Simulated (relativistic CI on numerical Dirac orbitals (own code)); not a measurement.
**Nb3+ (4d2) in a crystal field**

Calculated by Dirac-Coulomb-Breit CI, separate exchange-only KLI orbitals for each configuration, model QED (radiative potential, 1s self-energy scaled to tabulated hydrogen-like ionisation energies), valence Slater integrals scaled by 0.85, one configuration in a parametric crystal field (own radial code).

Field parameters in Wybourne normalisation: Oh B⁴₀ = 21Dq, B⁴₄ = √(5/14) B⁴₀. The field is a parameter set, without covalency.

S is read from ⟨S²⟩ = S(S + 1).

Levels (cm⁻¹, degeneracy): 0 (2), 13 (3), 725 (3), 1048 (1), 9699 (3), 9777 (2), 22310 (1), 37981 (1), 38129 (3), 38416 (3), 38420 (2), 46035 (1).

(1) Which field gives this pattern?
A. Oh, 10Dq = 34700 cm⁻¹
B. Oh, 10Dq = 6000 cm⁻¹
C. Oh, 10Dq = 39500 cm⁻¹
D. Oh, 10Dq = 25100 cm⁻¹

Answers

(1) C. Oh, 10Dq = 39500 cm⁻¹, ground level with S = 1.00.
